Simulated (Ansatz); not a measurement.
`[F][Sn][Br]`. Charge 0, multiplicity 1. Sn: def2 effective core potential. All single points use the PBE0-D4/def2-TZVP geometry.

```xyz
3

F     1.295    0.707    0.685
Sn   -0.526    0.065    0.837
Br   -0.769   -0.772   -1.522
```

Problem. What is the dipole moment at r2SCAN/def2-TZVPP? (An estimate is asked.)

Solution. Computed: 3.25 D, with components (-2.11, -0.02, 2.47) D in this frame, pointing from negative to positive charge.

Problem. And with PBE, B3LYP, ωB97M-V? (Estimate.)

Solution. Computed: PBE 3.17 D, B3LYP 3.44 D, ωB97M-V 3.47 D.

Problem. Give the Mulliken charges with r2SCAN, PBE, B3LYP in def2-TZVPP. (Best estimate.)

Solution. The calculation gave: 
```json
{"atom": "F1", "r2SCAN": "-0.47", "PBE": "-0.43", "B3LYP": "-0.48"}
{"atom": "Sn2", "r2SCAN": "0.84", "PBE": "0.78", "B3LYP": "0.85"}
{"atom": "Br3", "r2SCAN": "-0.36", "PBE": "-0.35", "B3LYP": "-0.37"}
```

B3LYP here is the variant with VWN-RPA as its local correlation; programs differ in this.
